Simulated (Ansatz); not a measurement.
CH6BNSi can be A, `B1CN[SiH2]1`, or B, `CN1B[SiH2]1`.

Computed with Ansatz on PBE0-D4/def2-TZVP structures; ΔE is electronic, products minus reactants. CCSD(T)/CBS adds triple-zeta CCSD(T) − MP2 to the extrapolated MP2 energy (def2 sets, frozen cores). Functionals use def2-TZVPP. B3LYP here is the variant with VWN-RPA as its local correlation; programs differ in this.

A:

```xyz
10

B     0.960    0.763   -0.325
C    -0.522    0.984    0.175
N    -0.916   -0.422    0.308
Si    0.542   -1.209   -0.181
H     1.782    1.579   -0.602
H    -0.559    1.559    1.116
H    -1.122    1.558   -0.552
H    -1.834   -0.688    0.618
H     0.456   -2.064   -1.406
H     1.214   -2.060    0.850
```

B:

```xyz
10

C     0.347   -0.116    1.406
N     0.119    0.114    0.005
B     0.596    0.909   -1.009
Si   -0.813   -0.335   -1.418
H     0.645   -1.153    1.579
H    -0.567    0.068    1.977
H     1.133    0.543    1.780
H     1.426    1.754   -1.112
H    -0.617   -1.737   -1.877
H    -2.269   -0.047   -1.331
```

Task: Which is lower in electronic energy at CCSD(T)/CBS, and by how much? (Estimate.)

Result: Computed: B, by 21.5 kcal/mol.

Task: Give E(B) − E(A) in kcal/mol with CCSD(T)/def2-SVP, PBE-D4, B3LYP-D4, BLYP-D4, B2PLYP, PBE0-D4, LDA (SPW92). (Estimate.)

Result: Ansatz gave: CCSD(T)/def2-SVP -27.2, PBE-D4 -23.7, B3LYP-D4 -22.9, BLYP-D4 -24.5, B2PLYP -23.2, PBE0-D4 -21.6, LDA (SPW92) -23.9. None reverses the order clearly.

Task: Does the order hold for the free energy at 298.15 K (harmonic terms from PBE0-D4)? (Best estimate.)

Result: Ansatz gave: Yes: G(B) − G(A) = -20.4 kcal/mol.

Largest T1 diagnostic: 0.014.

Leaving LDA and LC-ωPBE aside and taking each functional with its dispersion term where it has one, the values, not all of them listed here, spread over 4.5 kcal/mol, from BLYP-D4 to ωB97X-V. From r2SCAN to r2SCAN0 (25 % exact exchange), in def2-TZVPP and without D4, E(B) − E(A) moves by +1.5 kcal/mol.
